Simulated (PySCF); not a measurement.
**Trend along group 15: MF cations**

PBE0 with double-zeta basis sets in PySCF, for the lowest determinant that a PBE0 search found; no spin–orbit coupling. De refers to high-spin ground-configuration atoms (the charge goes to the atom of lower measured ionisation energy or higher electron affinity, which is not always the lowest computed limit). A positive dipole points towards F; it is taken about the centre of mass and depends on that origin.

| M | basis | charged atom | state (unpaired electrons) | Re (Å) | ωe (cm⁻¹) | De (eV) | μ (D) |
| --- | --- | --- | --- | --- | --- | --- | --- |
| As | pcseg-1 | As+ | doublet (π ↑) | 1.706 | 799 | 4.27 | -2.62 |
| Sb | x2c-SVPall | Sb+ | doublet (π ↑) | 1.880 | 725 | 4.05 | -2.96 |
| Bi | def2-SVP | Bi+ | doublet (π ↑) | 1.983 | 659 | n/a | -3.23 |

The shortest bond is that of AsF⁺ (1.706 Å), the longest that of BiF⁺ (1.983 Å).

The rows differ in basis set, which adds steps of its own.

Down a group the atoms grow and get heavier, so bonds lengthen and wavenumbers fall; this series shows no clear exception.

Spin–orbit coupling is left out, which matters for elements this heavy, above all for dissociation energies. For an ion De counts to the pair picked by the measured ionisation energies or electron affinities, which need not be the lowest pair at this level. States were picked by a PBE0 search and need not be the measured ground states.
